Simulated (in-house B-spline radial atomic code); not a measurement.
Ce⁷⁺. Computed with a B-spline radial atomic code. Model: all-electron spherical atom, spin shells full or empty, radial basis limit, no spin-orbit coupling, Breit or QED, empty-state partial waves extrapolated as (l+1/2)^-4, RPA, G0W0 and static COHSEX of the highest shell as one setting changes (uncorrelated shells keep exact exchange).

Empty levels are discrete states of a finite basis, so the steps are uneven.

Given: element Ce; charge 7; filled core Kr; hamiltonian one-electron scalar X2C; mean-field start PBE; highest l of empty states 9; nuclear rms radius 4.8771 fm; lowest nl shells left uncorrelated 7; highest mean-field shell 5p up; box radius 8.41 bohr.

Shell: 4d 5 5, 5s 1 1, 5p 3 0 (electrons up and down).

```csv
highest empty level kept (hartree),RPA correlation energy (hartree),G0W0 level (eV),G0W0 minus most complete (meV),COHSEX level (eV),linearised minus solved G0W0 (meV)
21.33,-1.1774,-109.37,104.8,-112.51,-494.3
42.67,?,?,?,?,?
74.67,-1.4032,-109.46,19.4,-112.93,-532.4
128,-1.4366,-109.47,9.6,-112.98,-536.9
213.33,-1.4512,-109.48,3.8,-113.01,-539.5
384,-1.4565,-109.48,1.5,-113.02,-540.6
640,-1.4584,-109.48,0.7,-113.03,-541
1280,?,?,?,?,?
2560,-1.4597,-109.48,0,-113.03,-541.2
5333.3,-1.4598,-109.48,0,-113.03,-541.3
12800,-1.4598,-109.48,0,-113.03,-541.3
42667,-1.4598,-109.48,0,-113.03,-541.3
```

Problem. What follows for highest empty level kept = 42.67?

Solution. RPA correlation energy -1.3032 hartree; G0W0 level -109.43 eV; G0W0 minus most complete 52.7 meV; COHSEX level -112.73 eV; linearised minus solved G0W0 -517.3 meV.

Problem. What follows for highest empty level kept = 1280?

Solution. RPA correlation energy -1.4595 hartree; G0W0 level -109.48 eV; G0W0 minus most complete 0.2 meV; COHSEX level -113.03 eV; linearised minus solved G0W0 -541.2 meV.
